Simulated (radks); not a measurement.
The numbers below are computed, except where a source is named.
All-electron atom: Pb LIX in [Ar] 3d6.

Level of theory: scalar-relativistic Kohn-Sham, BLYP, spin-polarised, spherical densities, finite nucleus; open shells are filled with parallel spins first (spin-orbit coupling, left out, can overturn this in heavy ions); Fermi nuclear charge, rms radius 5.5012 fm (a radial shooting solver on a logarithmic mesh with Libxc functionals).

Energy parts (hartree):
part                       energy
total                 -17741.8190
kinetic                20387.4482
electron-nucleus      -40378.7126
Hartree                 2493.5736
exchange-correlation    -244.1283

Orbitals (lengths in bohr, moments of r in powers of bohr):
orbital,occ.,eigenvalue (hartree),<r^2>
1s up,1,-3379.420,0.0003573
1s down,1,-3379.409,0.0003573
2s up,1,-718.5936,0.005374
2s down,1,-717.8274,0.005367
2p up,3,-636.8898,0.004563
2p down,3,-636.2619,0.004555
3s up,1,-266.1213,0.03224
3s down,1,-265.2238,0.03232
3p up,3,-242.3908,0.03266
3p down,3,-241.4967,0.03277
3d up,5,-220.7538,0.02614
3d down,1,-219.6353,0.02627
4s up,0,-135.9640,0.1196
4s down,0,-135.6251,0.1202
4p up,0,-126.7327,0.1263
4p down,0,-126.4086,0.1270

The highest occupied level is 3d down at -5976.6 eV. The electron density at the nucleus is 2.942e+06 e/bohr^3 (large components only). The spin density at the nucleus is -123.2 e/bohr^3 (1s -18.9, 2s -319.8, 3s 215.5). Spin moment in Bohr magnetons: 4. Summed over all electrons, <r^2> = 0.4567 bohr^2, which gives a Langevin (diamagnetic) susceptibility term of -0.362 x 10^-6 cm^3/mol. For comparison, the ionisation energy in NIST's Atomic Spectra Database is 6015 eV (theoretical). In exact Kohn-Sham theory the highest level is minus the ionisation energy, but local and semilocal functionals leave it too shallow, through self-interaction and a potential that decays too fast; potentials with the right tail come closer. The density falls to 0.001 e/bohr^3 at r = 0.56 bohr.
